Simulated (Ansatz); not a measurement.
`FB(S)O[SiH3]` + `[CH3][InH][CH2]O` → `OCB(F)O[SiH3]` + `[CH3][InH][SH]`  (redistribution)

Isolated molecules relaxed with PBE0-D4/def2-TZVP in Ansatz; ΔE leaves out vibrations. CBS: MP2 limit from def2 TZ/QZ plus the TZ coupled-cluster correction, frozen cores. Functionals use def2-TZVPP. B3LYP here is the variant with VWN-RPA as its local correlation; programs differ in this. def2 core potentials past Kr. For In outer-core shells are correlated without core-valence functions, which leaves a few kJ/mol of doubt a bond. One conformer a species, not always the lowest.

(1) Is it downhill or uphill in electronic energy at CCSD(T)/CBS, and by how much? (Best estimate.)

(2) What do these levels give: B3LYP-D4, ωB97M-V, PBE, B3LYP, HF/def2-QZVPP, CCSD/CBS(def2)? (Estimate.)

Largest T1 diagnostic among the species: 0.013.

Results:

(1) The calculation gave: Downhill: ΔE = -95.4 kJ/mol.

(2) Ansatz gave: B3LYP-D4 -93.9, ωB97M-V -96.6, PBE -85.2, B3LYP -93.7, HF/def2-QZVPP -113.0, CCSD/CBS(def2) -98.4 kJ/mol.

In def2-TZVPP, CCSD(T) changes the Hartree–Fock value by +20.5 kJ/mol (the triples alone add +3.1 kJ/mol) and MP2 by +21.2 kJ/mol. From PBE to PBE0 (25 % exact exchange), in def2-TZVPP and without D4, ΔE moves by −8.1 kJ/mol.
